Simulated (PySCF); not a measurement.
## Ionisation energy of Tc by level of theory

Tc [Kr] 4d5 5s2 (6S) → Tc⁺ [Kr] 4d5 5s1 (7S), as a difference of total energies. Calculation: PySCF 2.14, in aug-cc-pwCVDZ-PP with ECP28MDF (6s6p5d3f, 70 functions); scalar relativity through the core potential. Correlated levels: valence: 4s2 4p6 frozen. The calculations carry no spin-orbit coupling.

**Question.** Order these methods by the ionisation energy they give, lowest first.
A. CCSD (valence)
B. SCS-MP2 (valence)
C. CCSD(T) (valence)
D. UHF

**Answer.** D (5.536 eV), A (6.786 eV), C (6.875 eV), B (6.918 eV).

Errors of the correlated levels include the incompleteness of this basis and the frozen core.

For comparison: 7.119 eV (measured; NIST Atomic Spectra Database, ionization energies).
